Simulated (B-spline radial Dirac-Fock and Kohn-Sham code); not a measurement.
The computed values come from an atomic code on a B-spline grid: relaxed Dirac-Fock hole states (ΔSCF) with Breit and QED corrections and a finite nucleus. No correlation.

**Question.** Identify the element and charge state from the binding energies below (tabulated ground configuration; the least bound level is included).

| level | binding energy (eV) |
| --- | --- |
| K | 39351.9 |
| L1 | 6697.4 |
| L2 | 6318.1 |
| M1 | 1777.0 |
| M2 | 1617.8 |
| N1 | 647.8 |
| N4,5 | 461.7 |

**Answer.** La¹⁷⁺: Z = 57 with 40 electrons, [Kr] 4d4. The hydrogen-like estimate √(E/Ry) = 53.8 for the K level lies 3.2 below Z (screening lowers it, relativity raises it); the outermost level, at 461.7 eV, fixes the charge.

**Question.** An atom or ion in its tabulated ground configuration has these computed binding energies (the last is its least bound level). Which is it?

| level | binding energy (eV) |
| --- | --- |
| 1s | 93794.8 |
| 2p1/2 | 18915.4 |
| 2p3/2 | 16608.4 |
| 3p1/2 | 6713.7 |
| 3p3/2 | 6164.8 |
| 3d3/2 | 5714.7 |
| 3d5/2 | 5598.5 |

**Answer.** Bi⁵⁵⁺: Z = 83 with 28 electrons, [Ar] 3d10. The hydrogen-like estimate √(E/Ry) = 83.0 for the K level lies 0.0 above Z (screening lowers it, relativity raises it); the outermost level, at 5598.5 eV, fixes the charge.

**Question.** Identify the element and charge state from the binding energies below (tabulated ground configuration; the least bound level is included).

```
level  binding energy (eV)
   1s              40560.1
   2s               7856.1
2p1/2               7488.4
2p3/2               7075.5
   3s               2745.3
3p1/2               2593.3
   3d               2266.2
```

**Answer.** La³⁴⁺: Z = 57 with 23 electrons, [Ar] 3d5. The hydrogen-like estimate √(E/Ry) = 54.6 for the K level lies 2.4 below Z (screening lowers it, relativity raises it); the outermost level, at 2266.2 eV, fixes the charge.

**Question.** An atom or ion in its tabulated ground configuration has these computed binding energies (the last is its least bound level). Which is it?

```csv
level,binding energy (eV)
1s,1578.5
2s,138.0
2p1/2,90.88
2p3/2,90.47
3s,17.55
```

**Answer.** Al⁺: Z = 13 with 12 electrons, [Ne] 3s2. The hydrogen-like estimate √(E/Ry) = 10.8 for the K level lies 2.2 below Z; the outermost level, at 17.55 eV, fixes the charge.
